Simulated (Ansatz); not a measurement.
Reaction (ligand exchange at a B–O bond): `OBO` + `[NH2][AlH2]` → `OB[NH][AlH2]` + H₂O

Computed with Ansatz on PBE0-D4/def2-TZVP structures; ΔE is electronic, products minus reactants. CCSD(T)/CBS is the MP2 limit (def2-TZVPP, def2-QZVPP) plus CCSD(T) − MP2 in def2-TZVPP, frozen cores. This one scheme is used for every species. Functionals use def2-TZVPP. One conformer a species, not always the lowest.

`OBO`:

Z-matrix (Å, degrees):
```
B
O 1 1.353
O 1 1.364 2 119.3
H 1 1.198 2 118.4 3 180.0
H 2 0.963 1 112.3 3 0.0
H 3 0.958 1 113.2 2 180.0
```

`[NH2][AlH2]`:

Cartesian coordinates in Å:
```
N -0.801 0.243 -0.423
Al 0.708 -0.214 0.373
H -0.886 0.953 -1.132
H -1.701 -0.169 -0.233
H 2.030 0.545 -0.054
H 0.651 -1.357 1.468
```

`OB[NH][AlH2]`:

Z-matrix (Å, degrees):
```
B
N 1 1.428
O 1 1.364 2 123.1
H 1 1.199 2 120.7 3 -180.0
Al 2 1.788 1 128.4 3 -0.0
H 2 1.010 1 113.2 3 180.0
H 3 0.963 1 114.3 2 0.0
H 5 1.578 2 120.2 1 180.0
H 5 1.587 2 115.5 1 -0.0
```

H₂O:

Z-matrix (Å, degrees):
```
O
H 1 0.960
H 1 0.960 2 105.1
```

```json
{"level": "r2SCAN-D4", "ΔE (eV)": "0.40"}
{"level": "ωB97X-V", "ΔE (eV)": "0.39"}
{"level": "PBE0", "ΔE (eV)": "0.38"}
{"level": "MP2/def2-TZVPP", "ΔE (eV)": "0.35"}
{"level": "CCSD/def2-TZVPP", "ΔE (eV)": "0.37"}
{"level": "CCSD(T)/def2-TZVPP", "ΔE (eV)": "0.36"}
{"level": "HF/def2-QZVPP", "ΔE (eV)": "0.47"}
{"level": "SCS-MP2/def2-QZVPP", "ΔE (eV)": "0.36"}
```

Q: What does CCSD(T)/CBS give? (An estimate is asked.)

A: The calculation gave: +0.33 eV. The listed levels differ from it by 0.07, 0.06, 0.05, 0.02, 0.04, 0.03, 0.14, 0.03 eV.

Largest T1 diagnostic among the species: 0.013.

In def2-TZVPP, CCSD(T) changes the Hartree–Fock value by −0.11 eV (the triples alone add −0.02 eV) and MP2 by −0.12 eV. The D4 term adds −0.06 eV with B3LYP and −0.03 eV with PBE0; it sums over pairs of atoms, weighted by their polarisabilities, and B3LYP, whose exchange is more repulsive, gets the larger term.

B3LYP here is the variant with VWN-RPA as its local correlation; programs differ in this.
